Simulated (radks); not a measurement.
Effect of the nuclear size on the silicon ion Si3+, [Ne] 3s1. Method: Dirac Kohn-Sham, BLYP, spin-unpolarised, spherical densities, finite nucleus; Fermi nuclear charge, rms radius 3.1224 fm; computed with a radial shooting solver on a logarithmic mesh with Libxc functionals. The rms radius is varied about that value; shifts are against it.

| rms radius (fm) | total energy shift (eV) | density at nucleus (e/bohr^3) | 1s1/2 shift (meV) | 2s1/2 shift (meV) |
|---|---|---|---|---|
| 2.6166 | -0.00158 | 1913 | -0.659 | -0.043 |
| 2.9226 | -0.000655 | 1911 | -0.274 | -0.018 |
| 3.1224 | 0 | 1909 | 0.000 | 0.000 |
| 3.2223 | 0.000344 | 1908 | 0.144 | 0.009 |
| 3.8062 | 0.00257 | 1904 | 1.07 | 0.070 |

Slopes of the eigenvalues against <r^2> in GHz/fm^2, as finite differences over the two radii next to the reference (eigenvalue slopes, not the field-shift constants of lines): 1s1/2 54.8, 2s1/2 3.59.
